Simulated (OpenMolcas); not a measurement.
**P+: the spin-orbit constant, worked from levels**

| Item | Value |
| --- | --- |
| Program | OpenMolcas |
| Basis | ANO-L-VTZP [5s4p2d1f] |
| Scalar Hamiltonian | non-relativistic, point nucleus |
| Active space | 2 electrons in 3 orbitals (3p) |
| State averaging | 2S+1 = 3 even, 3 roots; 2S+1 = 1 even, 6 roots |
| Spin-orbit coupling | state interaction with AMFI integrals over the reference wave functions, term energies averaged over their components |

Methods: CASSCF; SS-CASPT2, IPEA 0.25 Eh, imaginary shift 0.1 Eh (closed shells correlated: 2s 2p 3s). Measured levels: NIST Handbook of Basic Atomic Spectroscopic Data.

**The spin-orbit constant.** For the Hund term ³P of p2, E(J) = (A/2) J(J+1) + constant and ζ = 2S·A = 2A. From J = 0 to J = 2 the energy changes by 3 A.

| Source | E(2) - E(0) | A | ζ |
| --- | --- | --- | --- |
| CASSCF | 421.1 | 140.4 | 281 |
| SS-CASPT2 | 421.5 | 140.5 | 281 |
| measured | 469.1 | 156.4 | 313 |

All in cm-1. SS-CASPT2 is off by -10.1 % and CASSCF by -10.2 %. Both methods take the spin-orbit matrix elements from the reference wave functions, so the second can move ζ only through the term energies and any multistate remixing. Second-order mixing with other terms is absorbed into this ζ.

With the s shell closed, the reference lacks s² → p² mixing. Without dynamic correlation excited terms often stand tens of per cent too high (terms of higher spin than the ground term too low), and those without a measured partner can miss by more than the paired ones (holds for CASSCF). Computed and measured levels are paired by configuration, term and J; levels that our copy of the source lacks, or whose pairing is in doubt (as where it misses far off the trend of its configuration), stay unpaired and out of the deviations. Levels of configurations outside the active space are missing.
